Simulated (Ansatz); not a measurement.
Consider the ligand exchange at a Zr–O bond: `[CH3][Zr]([OH])([Cl])[Cl]` + CH₃OH → `C[O][Zr]([CH3])([Cl])[Cl]` + H₂O.

Computed with Ansatz on PBE0-D4/def2-TZVP structures; ΔE is electronic, products minus reactants. CCSD(T)/CBS is the MP2 limit (def2-TZVPP, def2-QZVPP) plus CCSD(T) − MP2 in def2-TZVPP, frozen cores. This one scheme is used for every species. Functionals use def2-TZVPP. def2 core potentials past Kr. For Zr outer-core shells are correlated without core-valence functions, which leaves a few kJ/mol of doubt a bond. Each species was taken in one conformer, which may not be the lowest.

```json
{"level": "ωB97M-V", "ΔE (kcal/mol)": "-3.1"}
{"level": "BLYP", "ΔE (kcal/mol)": "-3.2"}
{"level": "r2SCANh", "ΔE (kcal/mol)": "-3.3"}
{"level": "HF/def2-TZVPP", "ΔE (kcal/mol)": "-2.4"}
```

(1) What does CCSD(T)/CBS give? (An estimate is asked.)

Largest T1 diagnostic among the species: 0.015.

## Answers

(1) The calculation gave: -4.5 kcal/mol. The listed levels differ from it by 1.4, 1.3, 1.2, 2.1 kcal/mol.

In def2-TZVPP, CCSD(T) changes the Hartree–Fock value by −2.4 kcal/mol (the triples alone add −0.5 kcal/mol) and MP2 by −3.0 kcal/mol. The D4 term adds −1.0 kcal/mol with B3LYP and −0.6 kcal/mol with PBE0; it sums over pairs of atoms, weighted by their polarisabilities, and B3LYP, whose exchange is more repulsive, gets the larger term.

CCSD(T)/CBS has its own doubt, a few kJ/mol and more with outer-core shells, so smaller differences from it don't rank the levels.

B3LYP here is the variant with VWN-RPA as its local correlation; programs differ in this.
